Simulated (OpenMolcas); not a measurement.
**Pt2+: ligand-field states by method**

Pt2+ with its 6 nearest fluoride ions at 2.05 Å, on the Ga site of K2NaGaF6 (a = 8.246 Å, distance in the model lattice 1.938 Å). The rest of the host is ab initio model potentials to 7.6 Å, with orthogonalisation functions on the cations behind the ligands, and point charges beyond; the distance is set by hand and nothing relaxes, and no local charge compensation is placed. Ligand basis ANO-RCC-VDZP.

- Program: OpenMolcas
- Basis: ANO-RCC-VTZP [8s7p5d3f1g]
- Scalar Hamiltonian: DKH2, point nucleus
- Active space: 8 electrons in 5 orbitals (5d)
- State averaging: 2S+1 = 3 even, 10 roots; 2S+1 = 1 even, 15 roots
- Spin-orbit coupling: state interaction with AMFI integrals over the reference wave functions

I. CASSCF
II. SS-CASPT2, IPEA 0.25 Eh, imaginary shift 0.1 Eh (closed shells correlated: 5s 5p and the ligand valence shells)
III. SS-CASPT2, IPEA 0.25 Eh, real shift 0.3 Eh (closed shells correlated: 5s 5p and the ligand valence shells)

Spin-free states (labels of O, the rotations of Oh) in cm-1, each column counted from its own energy of the first state listed:

| State | Degeneracy | I | II | III |
| --- | --- | --- | --- | --- |
| 3A2 | 1 | 0 | 0 | 0 |
| 1E | 2 | 12559 | 8110 | 8230 |
| 3T2 | 3 | 21696 | 23940 | 23920 |
| 1A1 | 1 | 22764 | 16700 | 16810 |
| 3T1 | 3 | 29764 | 29870 | 29890 |
| 1T2 | 3 | 33898 | 32090 | 32170 |
| 1T1 | 3 | 37255 | 35160 | 35210 |
| 3T1 | 3 | 47103 | 49640 | 49640 |
| 1E | 2 | 56977 | 57930 | 57940 |
| 1T2 | 3 | 57205 | 58030 | 58050 |
| 1A1 | 1 | 75910 | 72290 | 72430 |

From I to II, I's first state of the same spin (3T2) moves from 21696 to 23940 cm-1, by about +2200 cm-1.

From I to II, I's first state of another spin (1E) moves from 12559 to 8110 cm-1, by about -4400 cm-1.

I: A least-squares ligand-field fit to the states below 45000 cm-1, each weighted by its degeneracy and with a free common offset, gives 10Dq = 21501 cm-1, B = 789 cm-1 and C = 3114 cm-1 (C/B = 3.94), with an rms deviation of 77 cm-1. The same method and metal basis give the free ion B = 865 cm-1 (fit to its terms below 60000 cm-1, rms deviation 8 cm-1), so the nephelauxetic ratio is β = 789 / 865 = 0.91; it hangs on how both fits weigh the states, and computed free-ion B values tend to be too large, so β mixes covalency with correlation.

II: A least-squares ligand-field fit to the states below 45000 cm-1, each weighted by its degeneracy and with a free common offset, gives 10Dq = 23994 cm-1, B = 576 cm-1 and C = 2111 cm-1 (C/B = 3.67), with an rms deviation of 293 cm-1. The same method and metal basis give the free ion B = 677 cm-1 (fit to its terms below 60000 cm-1, rms deviation 447 cm-1), so the nephelauxetic ratio is β = 576 / 677 = 0.85; it hangs on how both fits weigh the states, and computed free-ion B values tend to be too large, so β mixes covalency with correlation.

III: A least-squares ligand-field fit to the states below 45000 cm-1, each weighted by its degeneracy and with a free common offset, gives 10Dq = 23960 cm-1, B = 578 cm-1 and C = 2134 cm-1 (C/B = 3.69), with an rms deviation of 274 cm-1. 

From I to II, 10Dq changes by +12 %, B by -27 % and C by -32 %.

χT at 300 K: I 1.58, II 1.53, III 1.53 cm3 K/mol.

The states above are spin-free; spin-orbit coupling is strong here and shifts and splits them by thousands of cm-1.

Roots that are degenerate in the reference are averaged as groups; the widest CASPT2 spread within a group is 670 cm-1 (the 3-fold group of multiplicity 1 near 32100 cm-1 above the lowest state of its run, II). Shifts and gaps below about the spread of the groups concerned are not significant. Over all roots computed the reference weight is 0.71 to 0.72 in II, 0.74 to 0.75 in III; a low but even weight reflects the number of correlated electrons. Real 4d8 and 5d8 ions are as a rule square planar and diamagnetic. The least metal-like active orbital is 85 % on the metal (Löwdin) and no ligand orbital is active, so the numbers are rough. Ligand-to-metal charge-transfer states are missing. With no ligand orbital active B as a rule stays too high, so bands that hang on it stand too high and its fall with covalency is understated. Without dynamic correlation the repulsion within the d shell is too large (B by tens of per cent), so at a given field states of lower spin stand too high (holds for I). With metal d orbitals alone the field can be off either way by tens of per cent (holds for I). With one d shell and no ligand orbital active, 10Dq can be off by a tenth or more (holds for II; III). No measured value stands beside these numbers; the geometry was set by hand and not optimised.
